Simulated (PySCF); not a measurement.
Atoms are numbered as in `[CH:1]#[C:2][c:3]1[cH:4][cH:5][n:6][c:7]([SiH3:8])[p:9]1`. Hydrogens are named by the atom that carries them.

[PySCF 2.14.0 with density-fitted response routines: shieldings: GIAO PBE0/pcSseg-1; coordinates at the GFN2-xTB level; single conformer; one averaged value for each set of equivalent atoms; non-relativistic Hamiltonian; no solvent model]

Q: Predict the 2D correlation tables (HSQC, COSY, HMBC).

A: 

HSQC (one-bond C–H):
```tsv
δH	δC
9.29 (H(C5))	150.4 (C5)
7.57 (H(C4))	130.0 (C4)
3.97 (H(C1))	103.6 (C1)
```

COSY cross peaks (H two or three bonds apart, from the bond graph; peaks can be absent where the dihedral angle is near 90°):
```tsv
δH	δH
9.29 (H(C5))	7.57 (H(C4))
```

HMBC (two and three bonds, from the bond graph):
```tsv
δH	δC
9.29 (H(C5))	212.1 (C7), 170.1 (C3), 130.0 (C4)
7.57 (H(C4))	170.1 (C3), 150.4 (C5), 88.8 (C2)
4.82 (H(Si8))	212.1 (C7)
3.97 (H(C1))	170.1 (C3), 88.8 (C2)
```

References, each an isolated molecule treated in the same way: 1H (31.72 ppm) and 13C (186.93 ppm) vs TMS.

Shifts are as computed. Against solution values, carbons near 30 ppm lie about +3 ppm off and those near 130 ppm about +5 ppm. Of 1211 compounds with measured shifts, 218 miss one by over three times the rms of a fit or turn the order of signals round; such compounds aren't used in these exercises.
